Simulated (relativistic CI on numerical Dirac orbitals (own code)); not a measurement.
Ligand-field terms of d2

Computed with a parametric ligand-field model of a d^n configuration (Racah B and C, spin-orbit zeta, crystal field), exact diagonalisation.

Field parameters in Wybourne normalisation: D3d B²₀ = −7Dσ, B⁴₀ = −14Dq − 21Dτ, B⁴₃ = −14√(10/7) Dq; D4h B²₀ = −7Ds, B⁴₀ = 21(Dq − Dt), B⁴₄ = 21√(5/14) Dq; Oh B⁴₀ = 21Dq, B⁴₄ = √(5/14) B⁴₀. The field is a parameter set, without covalency.

Problem. A d2 ion in Oh symmetry has the ground term 3T1 and bands at 1T2 13822 cm⁻¹ (724 nm), 1E 14064 cm⁻¹ (711 nm), 3T2 21524 cm⁻¹ (465 nm), 1A1 29974 cm⁻¹ (334 nm), 3T1 34048 cm⁻¹ (294 nm), 3A2 44924 cm⁻¹ (223 nm). Which parameters reproduce them?

Solution. B = 960, C = 3770, ζ = 0 cm⁻¹, Oh, 10Dq = 23400 cm⁻¹.

Problem. Ground term and bands for B = 760, C = 3890, ζ = 0 cm⁻¹, D4h, 10Dq = 16500, Ds = 3000, Dt = 510 cm⁻¹?

Solution. Ground term 3A2 with 0.02 electrons in the two orbitals of the cubic e set. Spin-allowed: 3E 5144 cm⁻¹ (1944 nm), 3B2 13135 cm⁻¹ (761 nm), 3E 13358 cm⁻¹ (749 nm), 3E 25553 cm⁻¹ (391 nm). Lowest spin-forbidden: 1B2 12429 cm⁻¹ (805 nm), 1B1 12680 cm⁻¹ (789 nm), 1E 18527 cm⁻¹ (540 nm).

Problem. Ground term and bands for B = 730, C = 2820, ζ = 0 cm⁻¹, Oh, 10Dq = 4100 cm⁻¹?

Solution. Ground term 3T1 with 0.11 electrons in the two orbitals of the cubic e set. Spin-allowed: 3T2 3478 cm⁻¹ (2876 nm), 3A2 7578 cm⁻¹ (1320 nm), 3T1 13805 cm⁻¹ (724 nm). Lowest spin-forbidden: 1T2 10234 cm⁻¹ (977 nm), 1E 10812 cm⁻¹ (925 nm), 1T2 16311 cm⁻¹ (613 nm).

Problem. Ground term and bands for B = 870, C = 4220, ζ = 0 cm⁻¹, D3d, 10Dq = 26800, Dσ = -1200, Dτ = 380 cm⁻¹?

Solution. Ground term 3E with 0.04 electrons in the two orbitals of the cubic e set. Spin-allowed: 3A2 310 cm⁻¹, 3A1 26399 cm⁻¹ (379 nm), 3E 26977 cm⁻¹ (371 nm), 3A2 36193 cm⁻¹ (276 nm). Lowest spin-forbidden: 1E 13778 cm⁻¹ (726 nm), 1A1 14376 cm⁻¹ (696 nm), 1E 14458 cm⁻¹ (692 nm).

Problem. Ground term and bands for B = 840, C = 3020, ζ = 0 cm⁻¹, D4h, 10Dq = 35300, Ds = 3000, Dt = 300 cm⁻¹?

Solution. Ground term 3A2 with 0.01 electrons in the two orbitals of the cubic e set. Spin-allowed: 3E 7151 cm⁻¹ (1398 nm), 3E 33273 cm⁻¹ (301 nm), 3B2 34716 cm⁻¹ (288 nm), 3E 45523 cm⁻¹ (220 nm). Lowest spin-forbidden: 1B2 11282 cm⁻¹ (886 nm), 1B1 11397 cm⁻¹ (877 nm), 1A1 17793 cm⁻¹ (562 nm).
